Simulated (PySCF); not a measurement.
Job for PySCF: R-M06-2X/6-31G* on CH8GeS (a complex), monomers drawn apart or pushed together.

```python
from pyscf import gto, scf, dft, mp
from pyscf.data.elements import chemcore

mol = gto.M(
    atom='''
    Ge   -0.00003256    0.13432416    0.16204605
    H    -1.52394075    0.28526054    0.22581372
    H     0.41839493   -1.23619423    0.71575661
    H     0.68099087    1.24488269    0.97313318
    H     0.45958978    0.23235918   -1.30488836
    C     1.07541378   -0.25714205    3.62012529
    S    -0.73558874   -0.18476350    3.43712892
    H     1.54543286   -0.65636782    2.72371412
    H     1.40636773    0.77023765    3.76158878
    H     1.36070473   -0.84277845    4.49133534
    H    -0.93674020   -1.49931378    3.25114453
    ''',
    basis='6-31g*',
    cart=True,
    charge=0, spin=0, verbose=3, max_memory=1800)
mf = dft.RKS(mol, xc='m062x')
mf.conv_tol = 1e-8
mf.max_cycle = 100
mf.kernel()
if not mf.converged:
    mf = mf.newton().run(mf.mo_coeff, mf.mo_occ)
```

Task: What total energy does the run end on?

Result: -2517.7134 hartree.
